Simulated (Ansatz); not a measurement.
## A saddle search, step by step

Si$_{2}$H$_{10}$O$_{2}$, singlet, CAM-B3LYP-D4/STO-3G (Ansatz 0.2.0). Settings; a guess of the unstable mode was typed too, and convergence needs a confirmed negative curvature besides the force tolerance:

```yaml
hamiltonian: {xc: {name: CAM-B3LYP}, dispersion: d4}
saddle:
  f_tol: 0.1
  max_steps: 40
```

Start:

Si1  (-0.252, -0.876, 0.311)
H2  (0.183, 0.652, 0.954)
H3  (-0.524, -2.193, -0.459)
H4  (-0.200, -1.452, 1.717)
Si5  (-2.252, 0.276, -0.243)
H6  (2.049, 0.161, -0.316)
O7  (1.202, -0.753, -0.636)
H8  (1.313, 1.108, 0.833)
O9  (2.177, 0.981, 0.318)
H10  (-2.639, 1.130, 0.968)
H11  (-1.756, 1.159, -1.352)
H12  (-3.253, -0.493, -0.612)
H13  (1.469, -1.621, -1.122)
H14  (2.377, 1.816, -0.257)
(Å)

| step | energy less the last (meV) | largest force component (eV/Å) |
| --- | --- | --- |
| 1 | 1786.4 | 6.002 |
| 2 | 627.2 | 3.820 |
| 3 | 244.3 | 0.919 |
| 4 | 268.5 | 1.500 |
| 5 | 82.0 | 0.470 |
| 6 | 55.0 | 0.357 |
| 7 | 44.8 | 0.333 |
| 8 | 25.3 | 0.296 |
| 9 | 12.6 | 0.184 |
| 10 | 14.7 | 0.275 |
| 11 | 6.0 | 0.094 |
| 12 | 1.7 | 0.103 |
| 13 | 3.3 | 0.314 |
| 14 | 1.5 | 0.019 |
| 15 | 1.1 | 0.042 |
| 16 | 0.8 | 0.102 |
| 17 | 0.5 | 0.039 |
| 18 | 0.0 | 0.018 |

Step 10, positions (Å) and forces (eV/Å):

```
atom       x       y       z      Fx      Fy      Fz
 Si1  -0.309  -0.821   0.311   0.074   0.146   0.038
  H2   0.375   0.577   0.908   0.020  -0.094   0.097
  H3  -0.486  -2.095  -0.376   0.029  -0.063  -0.066
  H4  -0.347  -1.316   1.668  -0.005  -0.033   0.061
 Si5  -2.203   0.283  -0.222  -0.058  -0.003  -0.057
  H6   1.989   0.070  -0.310  -0.065   0.114   0.064
  O7   1.176  -0.623  -0.763   0.035  -0.236  -0.075
  H8   1.390   0.935   0.876  -0.021   0.231  -0.275
  O9   2.403   0.977   0.380   0.127  -0.221  -0.049
 H10  -2.678   1.094   0.866  -0.008   0.022   0.038
 H11  -1.991   1.171  -1.335   0.004   0.004  -0.015
 H12  -3.270  -0.606  -0.596  -0.013  -0.005   0.003
 H13   1.538  -1.518  -1.051  -0.050   0.089   0.045
 H14   2.308   1.767  -0.253  -0.070   0.051   0.190
```

Last step (18):

```json
{"atom": "Si1", "x (Å)": "-0.3098", "y (Å)": "-0.8171", "z (Å)": "0.2794"}
{"atom": "H2", "x (Å)": "0.3675", "y (Å)": "0.5860", "z (Å)": "0.9061"}
{"atom": "H3", "x (Å)": "-0.4880", "y (Å)": "-2.0827", "z (Å)": "-0.4322"}
{"atom": "H4", "x (Å)": "-0.3244", "y (Å)": "-1.3374", "z (Å)": "1.6305"}
{"atom": "Si5", "x (Å)": "-2.2216", "y (Å)": "0.2767", "z (Å)": "-0.2253"}
{"atom": "H6", "x (Å)": "1.9832", "y (Å)": "0.0920", "z (Å)": "-0.3080"}
{"atom": "O7", "x (Å)": "1.1745", "y (Å)": "-0.6057", "z (Å)": "-0.7825"}
{"atom": "H8", "x (Å)": "1.3676", "y (Å)": "0.9401", "z (Å)": "0.8684"}
{"atom": "O9", "x (Å)": "2.4126", "y (Å)": "0.9427", "z (Å)": "0.4239"}
{"atom": "H10", "x (Å)": "-2.6124", "y (Å)": "1.1901", "z (Å)": "0.8166"}
{"atom": "H11", "x (Å)": "-2.0752", "y (Å)": "1.0564", "z (Å)": "-1.4281"}
{"atom": "H12", "x (Å)": "-3.3212", "y (Å)": "-0.6278", "z (Å)": "-0.4439"}
{"atom": "H13", "x (Å)": "1.5428", "y (Å)": "-1.5020", "z (Å)": "-1.0533"}
{"atom": "H14", "x (Å)": "2.3978", "y (Å)": "1.7827", "z (Å)": "-0.1471"}
```

Time: 56 s of wall clock on 8 CPU threads of an Arm Neoverse V1; the host was shared. Peak host memory: 0.63 GiB.
